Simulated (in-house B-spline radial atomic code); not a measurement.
A run on the indium ion In⁴⁺ (an excited or competing configuration) that did not converge. Method: scalar-relativistic (X2C) wB97X, spin-polarised, spherical fractional occupations, Fermi nucleus of rms radius 4.6156 fm; computed with a B-spline radial code for spherical atoms.

Command:
```bash
python run_scf.py task.json out
```
Settings (nuclear radius in fm, mass in u):
```
Z                49
configuration    [Kr] 4d8 5f1
hamiltonian      x2c
method           wb97x
spin_polarised   True
nucleus          fermi
rms_radius       4.6156
atomic_mass      114.90388
speed_of_light   137.035999084
```

First and last ten iterations of the last attempt (damped for 15 steps, keeping 80 % of the old Fock matrix, then DIIS):
```
 iter        energy (Eh)    residual
    1       -5858.937175    7.10e-01
    2       -5869.361913    4.77e-01
    3       -5872.123912    3.28e-01
    4       -5873.516651    2.30e-01
    5       -5874.202820    1.60e-01
    6       -5874.535252    1.11e-01
    7       -5874.695948    7.75e-02
    8       -5874.774099    5.38e-02
    9       -5874.812365    3.98e-02
   10       -5874.831540    3.02e-02
  111       -5874.852362    2.43e-06
  112       -5874.852362    1.20e-06
  113       -5874.852362    1.21e-06
  114       -5874.852362    1.23e-06
  115       -5874.852362    1.20e-06
  116       -5874.852362    9.92e-07
  117       -5874.852362    1.19e-06
  118       -5874.852362    8.59e-07
  119       -5874.852362    8.97e-07
  120       -5874.852362    8.79e-07
 not converged after 120 iterations
```

The smallest residual met was 8.6e-07; the threshold is about 5e-07. Over the last five steps the energy moves by less than 1e-08 hartree, but the orbitals didn't meet the threshold. Cost of the run: 16 s on 1 thread of x86-64 server CPU (shared host).
